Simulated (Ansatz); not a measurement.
Nan: gap (eV) at several levels, gas phase, relaxed structures; Ansatz. Clusters are the lowest isomers that short searches found in that spin, judged at the geometry's level. HOMO and LUMO are taken over both spins. The structures are stationary points that may keep the symmetry of their start. Remarks come from the PBE and PBE0 runs and from stability tests at other levels; not every state was tested.

```json
{"species": "Na3", "state": "doublet", "geometry": "B3LYP/def2-TZVP", "PBE/def2-SVP": "0.53", "PBE/def2-TZVP": "0.54", "PBE/def2-TZVPD": "0.54", "B97M-V/def2-TZVP": "0.28", "PBE0/def2-TZVPD": "1.50", "remarks": "–"}
{"species": "Na5", "state": "doublet", "geometry": "PBE/def2-SVP", "PBE/def2-SVP": "0.53", "PBE/def2-TZVP": "0.53", "PBE/def2-TZVPD": "0.53", "B97M-V/def2-TZVP": "0.28", "PBE0/def2-TZVPD": "1.47", "remarks": "–"}
{"species": "Na6", "state": "singlet", "geometry": "B3LYP/def2-SVP", "PBE/def2-SVP": "1.22", "PBE/def2-TZVP": "1.21", "PBE/def2-TZVPD": "1.21", "B97M-V/def2-TZVP": "1.19", "PBE0/def2-TZVPD": "2.06", "remarks": "restricted SCF unstable in HF"}
```

**Question.** Estimate the column for PBE0/def2-SVP.

**Answer.** Na3 1.49; Na5 1.46; Na6 2.07.

Over the 3 species that have every level, the mean is 0.76 at PBE/def2-SVP, 0.76 at PBE/def2-TZVP, 0.76 at PBE/def2-TZVPD, 0.58 at B97M-V/def2-TZVP, 1.67 at PBE0/def2-SVP, 1.68 at PBE0/def2-TZVPD. Orbital gaps grow with the share of exact exchange and aren't one observable across functionals.
